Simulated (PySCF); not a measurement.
C₂H₆MoO₂, SMILES [CH3][Mo]([CH3])(=[O])=[O], multiplicity 1. Atoms are numbered in the order given.

```xyz
11

Mo     0.0000     0.0000     0.0880
O      0.0000     1.3882     1.0634
O      0.0000    -1.3882     1.0634
C     -1.7545     0.0000    -1.0772
H     -1.7555     0.9104    -1.7155
H     -1.7555    -0.9104    -1.7155
H     -2.6769     0.0000    -0.4613
C      1.7545     0.0000    -1.0772
H      2.6769     0.0000    -0.4613
H      1.7555    -0.9104    -1.7155
H      1.7555     0.9104    -1.7155
```

Geometry: PBE-D3(BJ)/def2-SVP. The spin state was assumed, not searched. The structure was generated by enumeration; whether it is a known compound was not checked. The def2 effective core potentials stand for the cores of Mo; spin–orbit coupling is left out.

Method: PBE-D3(BJ)/def2-SVP (PySCF).

Frequencies are harmonic and unscaled.

```csv
mode,ν (cm⁻¹),IR (km/mol),moving atoms (share of kinetic energy)
1,91,0.0,H 98 %
2,99,0.4,H 97 %
3,150,0.4,"C 54 %, H 36 %, Mo 8 %"
4,180,0.0,"O 31 %, C 28 %, H 23 %, Mo 18 %"
5,203,0.0,"O 59 %, C 21 %, H 20 %"
6,233,6.0,"O 59 %, Mo 17 %, H 13 %, C 11 %"
7,329,1.2,"O 86 %, Mo 8 %"
8,490,17.2,"H 59 %, C 36 %"
9,546,15.2,"C 66 %, H 22 %, Mo 10 %"
10,589,24.3,"H 76 %, C 22 %"
11,600,46.0,"H 41 %, C 39 %, Mo 18 %"
12,622,0.0,"H 78 %, C 19 %"
13,631,5.0,"H 78 %, C 19 %"
14,993,163.3,"O 79 %, Mo 20 %"
15,1005,77.1,"O 88 %, Mo 11 %"
16,1129,4.2,"H 78 %, C 22 %"
17,1141,5.5,"H 79 %, C 21 %"
18,1328,24.4,H 94 %
19,1338,3.8,H 95 %
20,1346,0.0,H 95 %
21,1352,19.0,H 95 %
22,2949,8.5,H 97 %
23,2951,0.0,H 97 %
24,3055,0.0,"H 91 %, C 9 %"
25,3057,2.0,"H 91 %, C 9 %"
26,3074,0.0,"H 91 %, C 9 %"
27,3074,0.7,"H 91 %, C 9 %"
```
